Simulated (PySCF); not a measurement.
# Radial density of S (sulfur, neutral)

UHF, [Ne] 3s1 3p4 3d1, one real determinant (an excited configuration). Calculation: PySCF 2.14, in x2c-QZVPPall with one added diffuse shell each of s, p, d, f type (10s7p5d3f1g, 86 functions); the spin-free X2C one-electron Hamiltonian (Gaussian nucleus).

| r (bohr) | 4πr²ρ (e/bohr) | 4πr²(ρα − ρβ) |
| --- | --- | --- |
| 0.00190 | 0.1320 | 0.0005 |
| 0.00319 | 0.3468 | 0.0013 |
| 0.00536 | 0.8883 | 0.0032 |
| 0.00902 | 2.177 | 0.0079 |
| 0.0152 | 4.952 | 0.0178 |
| 0.0255 | 9.908 | 0.0351 |
| 0.0429 | 15.98 | 0.0553 |
| 0.0722 | 18.23 | 0.0662 |
| 0.121 | 13.73 | 0.1077 |
| 0.204 | 13.10 | 0.3138 |
| 0.344 | 17.69 | 0.3867 |
| 0.578 | 9.682 | -0.0018 |
| 0.972 | 2.728 | 1.0922 |
| 1.64 | 3.179 | 2.1298 |
| 2.75 | 1.227 | 0.7290 |
| 4.63 | 0.2420 | 0.1913 |
| 7.78 | 0.006111 | 0.0056 |

Densities and radii are taken from the X2C orbitals without a picture-change correction, which distorts them close to the nucleus.

⟨L²⟩ = 8.05 against 12 for a pure F term, so this real determinant mixes terms. The outer electron is Rydberg-like, and this basis confines it to a smaller radius and binds it less than a complete one would.
